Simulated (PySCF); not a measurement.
Carbon tetrabromide, CBr4, SMILES BrC(Br)(Br)Br (B3LYP/def2-SVP optimised geometry):

```
5

Br    -1.305    -1.845    -1.598
C     -0.652    -0.923     0.000
Br     1.305    -0.923     0.000
Br    -1.305    -1.846     1.598
Br    -1.305     0.923     0.000
```

Computed with B3LYP/def2-TZVP run with PySCF 2.14.0.

Question: What are the frontier orbital energies and the dipole moment?

Answer: HOMO-2 -8.02 eV, HOMO-1 -8.02 eV, HOMO -8.02 eV, LUMO -2.99 eV, LUMO+1 -1.18 eV; dipole moment 0.00 D.

Meta-Löwdin charges at B3LYP/def2-TZVP: Br1 0.02, C2 -0.07, Br3 0.02, Br4 0.02, Br5 0.02.
